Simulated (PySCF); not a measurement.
# Si3B11H18N: Orbital levels and atomic charges

System: Si3B11H18N (borane carborane).

Cartesian coordinates (Å):
```
  1 N    -0.213    1.099    1.909
  2 B     0.659    1.743    0.655
  3 B     1.203    0.323    1.533
  4 B    -0.221    1.237   -0.785
  5 B     0.682   -1.125    0.675
  6 B    -1.631    0.333    1.546
  7 B    -0.212   -0.551    2.080
  8 B    -1.092    1.747    0.659
  9 B     1.221    0.325   -0.233
 10 B    -0.222   -0.563   -0.776
 11 B    -1.110   -1.114    0.674
 12 B    -1.664    0.334   -0.223
 13 H    -0.208    1.632    2.768
 14 H     1.199    2.762    0.897
 15 H     2.075    0.474    2.310
 16 H    -2.498    0.485    2.329
 17 H    -0.207   -0.938    3.192
 18 H    -1.625    2.770    0.901
 19 H     2.237    0.344   -0.830
 20 H    -1.744   -2.106    0.705
 21 H    -2.683    0.349   -0.813
 22 Si   -0.236   -1.603   -2.435
 23 H    -1.471   -2.392   -2.659
 24 H     0.853   -2.605   -2.528
 25 H    -0.098   -0.789   -3.666
 26 Si   -0.225    2.338   -2.401
 27 H     1.048    2.338   -3.152
 28 H    -0.454    3.779   -2.122
 29 H    -1.271    2.007   -3.388
 30 Si    1.727   -2.777    0.754
 31 H     1.044   -3.980    0.240
 32 H     2.115   -3.157    2.137
 33 H     3.023   -2.721    0.045
```

Method: PBE/def2-SVP, gas phase, PySCF, fitting set def2-universal-JFIT, grid level 1.

(1) Give the orbital energies near the gap.

(2) Give the partial charges of the non-hydrogen atoms.

Results:

(1) 
```tsv
orbital	eV
HOMO-4	-7.60
HOMO-3	-7.58
HOMO-2	-7.53
HOMO-1	-7.23
HOMO	-7.04
LUMO	-2.08
LUMO+1	-1.98
LUMO+2	-1.53
LUMO+3	-1.15
```

(2) 
```
atom  Mulliken    IAO  Hirshfeld
  N1      0.01  -0.13       0.09
  B2      0.08  -0.03       0.03
  B3      0.09  -0.03       0.03
  B4     -0.17  -0.25      -0.06
  B5     -0.17  -0.25      -0.06
  B6      0.08  -0.03       0.03
  B7      0.05  -0.03       0.03
  B8      0.05  -0.03       0.03
  B9      0.02  -0.11      -0.02
 B10     -0.21  -0.24      -0.06
 B11      0.03  -0.12      -0.02
 B12      0.03  -0.12      -0.02
Si22      0.16   0.43       0.23
Si26      0.13   0.44       0.24
Si30      0.14   0.44       0.24
```
